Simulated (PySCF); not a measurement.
Pb(H)(NH2) (H3NPb), SMILES [NH2][PbH] (connectivity only; charge and spin as stated), neutral, multiplicity 1.

Coordinates come from a B3LYP-D3(BJ)/def2-TZVP optimisation. The def2 effective core potentials stand for the cores of Pb; spin–orbit coupling is left out.

Calculation: B3LYP-D3(BJ)/def2-TZVP (PySCF).

Frequencies are harmonic and unscaled.

Estimate the vibrational spectrum. (The exact figures need the calculation; the answer reports its results.)


```json
[
 {"mode": "1", "ν (cm⁻¹)": "328", "IR (km/mol)": "221.1", "moving atoms (share of kinetic energy)": "H 81 %, N 19 %"},
 {"mode": "2", "ν (cm⁻¹)": "487", "IR (km/mol)": "24.6", "moving atoms (share of kinetic energy)": "H 98 %"},
 {"mode": "3", "ν (cm⁻¹)": "536", "IR (km/mol)": "69.7", "moving atoms (share of kinetic energy)": "N 79 %, H 14 %"},
 {"mode": "4", "ν (cm⁻¹)": "557", "IR (km/mol)": "11.2", "moving atoms (share of kinetic energy)": "H 100 %"},
 {"mode": "5", "ν (cm⁻¹)": "692", "IR (km/mol)": "39.9", "moving atoms (share of kinetic energy)": "H 85 %, N 14 %"},
 {"mode": "6", "ν (cm⁻¹)": "1536", "IR (km/mol)": "22.0", "moving atoms (share of kinetic energy)": "H 90 %, N 10 %"},
 {"mode": "7", "ν (cm⁻¹)": "1556", "IR (km/mol)": "552.9", "moving atoms (share of kinetic energy)": "H 99 %"},
 {"mode": "8", "ν (cm⁻¹)": "3535", "IR (km/mol)": "8.2", "moving atoms (share of kinetic energy)": "H 96 %"},
 {"mode": "9", "ν (cm⁻¹)": "3649", "IR (km/mol)": "15.9", "moving atoms (share of kinetic energy)": "H 91 %, N 9 %"}
]
```
